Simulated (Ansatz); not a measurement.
One change: `CC(C)[O][Ge][F]` becomes `CC(C)[O][Al]([F])[Cl]`.

Ansatz, PBE0-D4/def2-TZVP geometries, multiplicity 1. Each molecule was computed in one conformer, which needn't be the lowest.

Scalar relativity is left out up to krypton.

```json
{"property": "size of the dipole moment (ωB97M-V/def2-TZVPP) / D", "`CC(C)[O][Ge][F]`": "0.94"}
{"property": "size of the dipole moment (B3LYP/def2-TZVPP) / D", "`CC(C)[O][Ge][F]`": "0.99"}
{"property": "LUMO energy (B3LYP/def2-TZVPP) / eV", "`CC(C)[O][Ge][F]`": "-2.10"}
{"property": "LUMO energy (ωB97M-V/def2-TZVPP) / eV", "`CC(C)[O][Ge][F]`": "0.11"}
{"property": "HOMO–LUMO gap (B3LYP/def2-TZVPP) / eV", "`CC(C)[O][Ge][F]`": "5.68"}
{"property": "HOMO–LUMO gap (ωB97M-V/def2-TZVPP) / eV", "`CC(C)[O][Ge][F]`": "10.33"}
```

Give the same properties after the change, and the shifts. (Estimate.)

Computed: 
| property | `CC(C)[O][Al]([F])[Cl]` | shift |
| --- | --- | --- |
| size of the dipole moment (ωB97M-V/def2-TZVPP) / D | 2.22 | 1.28 |
| size of the dipole moment (B3LYP/def2-TZVPP) / D | 2.22 | 1.23 |
| LUMO energy (B3LYP/def2-TZVPP) / eV | -1.06 | 1.04 |
| LUMO energy (ωB97M-V/def2-TZVPP) / eV | 0.89 | 0.78 |
| HOMO–LUMO gap (B3LYP/def2-TZVPP) / eV | 7.27 | 1.59 |
| HOMO–LUMO gap (ωB97M-V/def2-TZVPP) / eV | 11.84 | 1.51 |

With PBE0 the HOMO falls by 0.61 eV and the LUMO rises by 1.10 eV, so the gap widens by about 1.71 eV. PBE moves the HOMO by -0.41 eV and ωB97M-V by -0.73 eV. Dipoles are sizes alone; their direction can turn.

B3LYP here is the variant with VWN-RPA as its local correlation; programs differ in this.
